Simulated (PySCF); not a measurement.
Species: cyclo-(H2SiS)3.
Structure used (PBE0-D3(BJ)/def2-SVP), in Å, numbered top down from 1:
```
atom  x, y, z in Å
Si1    0.335   -1.868   -0.045
H2    -1.040   -2.080    0.485
H3     1.107   -3.137   -0.060
S4     1.399   -0.491    1.229
Si5   -0.199    0.888    1.647
H6    -1.090    0.412    2.741
H7     0.477    2.155    2.042
S8    -1.503    1.150   -0.047
Si9   -0.091    0.920   -1.657
H10    1.168    1.646   -1.341
H11   -0.742    1.478   -2.871
S12    0.293   -1.156   -2.072
```

The closed-shell ground state was solved at several levels (PySCF, density fitting, gas phase, non-relativistic).

| level | basis functions | total energy (Eh) | HOMO (eV) | LUMO (eV) | gap (eV) | dipole (D) |
| --- | --- | --- | --- | --- | --- | --- |
| B3LYP/pcSseg-1 | 174 | -2066.8588 | -7.36 | -0.97 | 6.39 | 0.82 |
| B3LYP/def2-SVPD | 201 | -2066.3023 | -7.27 | -1.05 | 6.22 | 0.63 |

What might PBE0/pcSseg-1 (174 basis functions) give for the same quantities?

Total energy -2065.9620 Eh, HOMO -7.64 eV, LUMO -0.83 eV, gap 6.81 eV, dipole 0.88 D.

Over all these levels, which gives the widest orbital gap and which the narrowest?

PBE0/pcSseg-1 (global hybrid, 25 % exact exchange) has the widest, 6.81 eV, and B3LYP/def2-SVPD (global hybrid, 20 % exact exchange) the narrowest, 6.22 eV. Functional and basis both differ between the two, so the spread mixes both effects.

How far do the dipole and the HOMO energy spread over the levels?

The dipole runs from 0.63 to 0.88 D (mean 0.78 D) and the HOMO from -7.64 to -7.27 eV.

One conformer stands for the species.
